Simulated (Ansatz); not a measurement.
Be₅. Total charge 0; singlet. Geometry relaxed at PBE/def2-TZVP.

```xyz
5

Be    0.842    0.750    0.273
Be   -0.448   -0.006   -1.071
Be    1.180   -1.147   -0.488
Be   -1.180    1.147    0.488
Be   -0.394   -0.745    0.798
```

The structure comes from a short search, and lower isomers may exist.

Question: Estimate the harmonic wavenumbers at RKS PBE/def2-TZVP (Ansatz, unscaled). Is this a minimum?

Answer: 341, 342, 471, 477, 478, 588, 589, 621, 730 cm⁻¹. Yes, no mode is imaginary beyond noise. Zero-point energy 27.7 kJ/mol. Run time 11 s (4 threads of Arm Neoverse V2 on a shared host).
